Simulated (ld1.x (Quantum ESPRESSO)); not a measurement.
LDA (PZ) PAW dataset for Nb (Z = 41), scalar-relativistic all-electron reference.

```
Element                 : Nb
Generator               : ld1.x (Quantum ESPRESSO) 7.5
Type                    : PAW
Functional              : LDA (PZ)
Relativity              : scalar-relativistic
Frozen core             : [Kr]
Valence charge          : 5
Reference configuration : 4d4 5s0.75 5p0.25
Partial waves           : 5s (bound): rcut 2.75, rcutus 3.35 bohr; 5s channel at 3.8 Ry: rcut 2.75, rcutus 3.35 bohr; 5p (bound): rcut 3.35, rcutus 4.60 bohr; 5p channel at 1.2 Ry: rcut 3.35, rcutus 4.60 bohr; 4d (bound): rcut 2.00, rcutus 2.20 bohr; 4d channel at 0.3 Ry: rcut 2.00, rcutus 2.20 bohr
Local potential         : all-electron potential smoothed inside 2.90 bohr (lloc = -2)
Core correction         : Bessel-smoothed model core, default radius (core density twice the valence density)
Augmentation charge     : BG, radius 1.85 bohr
```

Poles of the logarithmic derivatives, all-electron (AE) and pseudo (PS). s: poles at -0.1, 1.9 (AE) and -0.1, 1.8, 4.4 (PS) Ry. p: poles at 0.3, 2.4 (AE) and 0.3, 2.2, 3.7 (PS) Ry. d: poles at -0.2, 1.2, 3.5 (AE) and -0.2, 1.2, 3.5 (PS) Ry. Test radius 4.98 bohr.

* Cutoffs needed: 18 Ry and 30 Ry (the cutoffs (Ry, on a coarse ladder) from which the occupation-weighted sum of valence levels, in a spherical-Bessel basis at the reference potential, stays within 10 and 1 mRy of its value at 400 Ry)
* Ghost test: no extra level below or beside the all-electron valence levels (s, p, d, f tested) (spherical-Bessel basis up to 400 Ry, 20 bohr box)
* Largest excitation error: -1773 meV (all-electron minus pseudo) for 4d1 5s0 5p0, out of 7 test configurations
* Lowest eigenvalue of the overlap operator: 0.06 (s channel)
